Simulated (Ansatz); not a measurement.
H4Si2 (SMILES [SiH][SiH3]): geometry of the low-spin state from B3LYP-D3(BJ)/def2-TZVP.
(charge 0, multiplicity 1):
| atom | x (Å) | y (Å) | z (Å) |
|---|---|---|---|
| Si | 1.2119 | -0.5179 | -0.1456 |
| Si | -1.0145 | 0.3396 | 0.0882 |
| H | 1.7319 | 0.8246 | 0.3530 |
| H | -1.2445 | 0.7393 | 1.5043 |
| H | -2.0816 | -0.6203 | -0.2913 |
| H | -1.1695 | 1.5521 | -0.7624 |
The high-spin state stands at its own minimum; R- takes a restricted low-spin state.

Codes used: Ansatz (a first-principles code) with Gaussian orbitals. 

The gap E(multiplicity 1) − E(multiplicity 3) (kcal/mol) and the share of exact exchange:

| functional | exact exchange (%) | value |
|---|---|---|
| R-PBE/def2-TZVPP | 0 | -10.40 |
| R-PBE0/def2-TZVPP | 25 | -8.72 |
| R-B3LYP/def2-TZVPP | 20 | -13.65 |
| R-BHLYP/def2-TZVPP | 50 | -12.04 |
| R-r2SCAN/def2-TZVPP | 0 | -5.05 |

Q: Take the value as linear in the share of exact exchange along PBE and PBE0. Give the slope, say whether the sign turns, and set the other functionals against that line.

A: 
Slope: (-8.72 − (-10.40))/2.5 = 0.67 kcal/mol for each 10 %. The line keeps its sign from 0 to 100 %. At 50 % it gives -7.0 kcal/mol. From B3LYP to BHLYP the slope is (-12.04 − (-13.65))/3 = 0.54 for each 10 %. BHLYP, at 50 %, lies -5.0 from the PBE line. B3LYP, at 20 %, lies -4.6 from the PBE line. r2SCAN, with none, stands 5.3 from PBE.

Doubts at one or more of the structures used: a restricted determinant that unrestricted orbitals would lower (R-r2SCAN/def2-TZVPP).
